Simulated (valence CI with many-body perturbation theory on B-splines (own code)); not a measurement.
# E1 line list for Mo²⁸⁺

Calculated by configuration interaction combined with many-body perturbation theory (CI+MBPT): four valence electrons over a frozen Dirac-Fock core [Ne], radial functions for each j: 11 s, 11 p, 10 d, 8 f, 5 g, 2 h, with the one-electron correlation potential Σ1 (screened to all orders), the two-electron term Σ2, the three-electron term Σ3, Breit, model QED; selected single and double excitations, second order for the rest, scaled by the run's own slope (own B-spline code, finite nucleus).

The last digits are not significant, and no measured levels were compared; by estimate large intervals hold to a few tenths of a per cent, small ones and those within an open d or f shell to about a per cent. Among the levels kept, up to 710 cm⁻¹ of a level comes from second order outside the variational space, and about a tenth of that is noise between levels of different J, which matters for small intervals.

Lines 1 to 50 of 545 in falling wavelength, among levels below 370.36 eV, chosen from the strongest by gf and those to the six lowest levels. Wavelengths and rates use the calculated energies. Electric multipoles are in the length gauge with retardation, E1 and E2 with the static RPA response of the core. Weak lines are less certain than strong ones. Lines between different terms over intervals too small for the method are left out, as are lines whose strength nearly cancels. Where a level lies close to another of its J and parity, the split of strength between their lines is uncertain. The highest levels of a list are the least certain.

Names give the largest LS component (configuration and term), which can be under half, so a name can repeat, a term be missing and a line seem to break the LS rules; names also repeat where a configuration has a term twice. Letters in brackets count levels of one name in rising energy.

| λ vac (Å) | Upper | Lower | A (s⁻¹) | S (a.u.) with core polarisation | S without |
| --- | --- | --- | --- | --- | --- |
| 319.5 | 3s3p³ ⁵S°_2 | 3s²3p² ³P_2 | 1.84e+07 | 1.48e-03 | 1.52e-03 |
| 285.2 | 3s3p³ ³D°_1 | 3s²3p² ¹S_0 | 2.38e+07 | 8.15e-04 | 8.37e-04 |
| 230.2 | 3s3p³ ³D°_1 | 3s²3p² ³P_2 | 2.76e+08 | 4.99e-03 | 5.12e-03 |
| 212.7 | 3p³3d ³G°_5 | 3s3p²3d ³F_4 [c] | 3.33e+09 | 1.74e-01 | 1.79e-01 |
| 206.7 | 3s3p³ ³D°_2 | 3s²3p² ³P_2 | 1.43e+08 | 3.12e-03 | 3.21e-03 |
| 199.4 | 3s3p³ ⁵S°_2 | 3s²3p² ¹D_2 | 7.98e+08 | 1.56e-02 | 1.60e-02 |
| 195.6 | 3s3p²3d ⁵F_5 | 3s²3p3d ³F°_4 | 1.63e+09 | 6.61e-02 | 6.77e-02 |
| 186.5 | 3s3p³ ³D°_3 | 3s²3p² ³P_2 | 1.97e+09 | 4.41e-02 | 4.53e-02 |
| 186.3 | 3s3p³ ⁵S°_2 | 3s²3p² ³P_1 | 1.26e+09 | 2.01e-02 | 2.06e-02 |
| 182.0 | 3s3p³ ³P°_1 | 3s²3p² ¹S_0 | 7.83e+08 | 6.98e-03 | 7.16e-03 |
| 179.6 | 3p³3d ³F°_2 [a] | 3s3p²3d ³P_2 | 4.73e+09 | 6.76e-02 | 6.94e-02 |
| 173.8 | 3p³3d ⁵D°_4 | 3s3p²3d ³D_3 [a] | 3.05e+09 | 7.12e-02 | 7.29e-02 |
| 168.3 | 3s²3p3d ¹D°_2 | 3s²3p² ³P_2 | 8.31e+08 | 9.77e-03 | 1.00e-02 |
| 166.1 | 3p³3d ¹G°_4 | 3s3p²3d ³F_4 [b] | 2.46e+09 | 5.01e-02 | 5.14e-02 |
| 160.6 | 3s3p³ ³D°_1 | 3s²3p² ¹D_2 | 2.66e+09 | 1.63e-02 | 1.67e-02 |
| 157.9 | 3s3p³ ³P°_1 | 3s²3p² ³P_2 | 2.70e+08 | 1.57e-03 | 1.61e-03 |
| 157.5 | 3s3p²3d ⁵F_2 [a] | 3s3p³ ³D°_3 | 4.96e+09 | 4.78e-02 | 4.90e-02 |
| 156.8 | 3s3p3d² ⁵G°_4 | 3s3p²3d ³G_5 | 3.14e+09 | 5.37e-02 | 5.51e-02 |
| 156.6 | 3p³3d ³G°_5 | 3s3p²3d ³G_5 | 6.57e+09 | 1.37e-01 | 1.40e-01 |
| 155.7 | 3s3p3d² ⁵D°_3 [b] | 3s²3d² ¹D_2 | 3.71e+09 | 4.84e-02 | 4.97e-02 |
| 154.3 | 3s3p³ ³S°_1 | 3s²3p² ¹S_0 | 1.62e+09 | 8.81e-03 | 9.04e-03 |
| 154.2 | 3p³3d ⁵D°_3 | 3s3p²3d ¹G_4 | 5.09e+09 | 6.44e-02 | 6.61e-02 |
| 151.9 | 3s3p³ ³D°_1 | 3s²3p² ³P_1 | 2.38e+08 | 1.24e-03 | 1.27e-03 |
| 149.0 | 3p³3d ³F°_3 [a] | 3s3p²3d ⁵P_3 | 4.17e+09 | 4.77e-02 | 4.89e-02 |
| 148.8 | 3s3p³ ³D°_2 | 3s²3p² ¹D_2 | 2.39e+08 | 1.94e-03 | 2.00e-03 |
| 148.6 | 3s3p²3d ⁵F_2 [b] | 3s3p³ ³D°_3 | 6.85e+09 | 5.55e-02 | 5.69e-02 |
| 146.7 | 3p³3d ³P°_2 [c] | 3s3p²3d ³D_3 [e] | 6.43e+09 | 5.01e-02 | 5.14e-02 |
| 146.4 | 3s²3p3d ³F°_2 | 3s²3p² ³P_2 | 5.55e+08 | 4.30e-03 | 4.41e-03 |
| 145.5 | 3s3p3d² ⁵G°_5 | 3s3p²3d ³G_5 | 3.03e+09 | 5.06e-02 | 5.19e-02 |
| 145.2 | 3s3p3d² ³F°_4 [a] | 3s3p²3d ³F_4 [c] | 3.72e+09 | 5.06e-02 | 5.18e-02 |
| 145.0 | 3p³3d ³D°_2 [a] | 3s3p²3d ⁵D_3 | 1.35e+10 | 1.01e-01 | 1.04e-01 |
| 144.9 | 3p³3d ³D°_2 [a] | 3s3p²3d ⁵P_2 | 6.59e+09 | 4.95e-02 | 5.07e-02 |
| 144.7 | 3p³3d ³D°_3 | 3s3p²3d ³F_4 [b] | 6.00e+09 | 6.28e-02 | 6.44e-02 |
| 141.4 | 3s3p²3d ¹G_4 | 3s²3p3d ³F°_4 | 4.12e+09 | 5.18e-02 | 5.31e-02 |
| 141.3 | 3s3p³ ³D°_2 | 3s²3p² ³P_1 | 5.39e+09 | 3.76e-02 | 3.86e-02 |
| 140.8 | 3s²3p3d ³D°_1 | 3s²3p² ¹S_0 | 7.15e+08 | 2.95e-03 | 3.03e-03 |
| 140.1 | 3p³3d ³G°_5 | 3s3p²3d ³G_4 | 3.45e+09 | 5.15e-02 | 5.28e-02 |
| 139.7 | 3p³3d ¹G°_4 | 3s3p²3d ¹G_4 | 1.74e+10 | 2.10e-01 | 2.16e-01 |
| 139.2 | 3p³3d ³F°_4 | 3s3p²3d ³F_4 [a] | 6.53e+09 | 7.83e-02 | 8.03e-02 |
| 139.2 | 3p³3d ³F°_3 [a] | 3s3p²3d ⁵D_4 | 1.74e+10 | 1.62e-01 | 1.66e-01 |
| 138.7 | 3p³3d ⁵D°_4 | 3s3p²3d ⁵P_3 | 5.96e+09 | 7.07e-02 | 7.25e-02 |
| 138.0 | 3s3p³ ³D°_3 | 3s²3p² ¹D_2 | 2.89e+09 | 2.63e-02 | 2.70e-02 |
| 137.9 | 3p³3d ³F°_2 [a] | 3s3p²3d ⁵F_3 [b] | 1.33e+10 | 8.60e-02 | 8.81e-02 |
| 137.5 | 3p³3d ¹G°_4 | 3s3p²3d ³F_3 [a] | 9.17e+09 | 1.06e-01 | 1.09e-01 |
| 136.6 | 3s3p³ ³S°_1 | 3s²3p² ³P_2 | 1.58e+09 | 5.95e-03 | 6.11e-03 |
| 136.0 | 3s²3p3d ³F°_3 | 3s²3p² ³P_2 | 3.18e+08 | 2.76e-03 | 2.84e-03 |
| 135.5 | 3p³3d ⁵D°_4 | 3s3p²3d ⁵F_5 | 2.54e+10 | 2.80e-01 | 2.87e-01 |
| 134.2 | 3s3p²3d ³D_3 [c] | 3s²3p3d ³P°_2 [b] | 5.04e+09 | 4.21e-02 | 4.32e-02 |
| 133.3 | 3p³3d ³F°_3 [a] | 3s3p²3d ⁵F_4 | 6.93e+09 | 5.67e-02 | 5.81e-02 |
| 133.2 | 3s3p²3d ³F_4 [c] | 3s²3p3d ¹F°_3 | 4.55e+09 | 4.77e-02 | 4.90e-02 |
